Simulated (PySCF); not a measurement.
Al(Me)(OH) (CH4AlO), SMILES [CH3][Al+][OH], charge +1. Atoms are numbered in the order given.

```xyz
7

Al     0.0000     0.0000     0.0940
C      0.0000     0.0000    -1.8188
H     -0.8934    -0.5158    -2.1797
H      0.8934    -0.5158    -2.1797
H      0.0000     1.0317    -2.1797
O      0.0000     0.0000     1.6970
H      0.0000     0.0000     2.6539
```
Charge +1, spin multiplicity 1.

The structure is a stationary point at TPSSh-D3(BJ)/def2-TZVP. The multiplicity is an assumed one; other spin states were not compared. The isomer is the one that the SMILES or the coordinates give; other isomers of the formula were not compared. One conformer was computed; it need not be the lowest.

The numbers are results of B3LYP/pcJ-1 in PySCF, not measurements.

Isotropic couplings with Fermi-contact, spin-dipole and both spin-orbit terms, one fixed conformer, no vibrational averaging. Isotopes: 13C, 1H.

Computed spin–spin coupling constants:
| pair | bonds apart | J (Hz) |
|---|---|---|
| C2–H3 | 1 | 151.1 |
| C2–H4 | 1 | 151.1 |
| C2–H5 | 1 | 151.1 |
| H3–H4 | 2 | -15.1 |
| H3–H5 | 2 | -15.1 |
| H4–H5 | 2 | -15.1 |
| C2–H7 | 3 | 2.3 |
| H3–H7 | 4 | -0.5 |
| H4–H7 | 4 | -0.5 |
| H5–H7 | 4 | -0.5 |
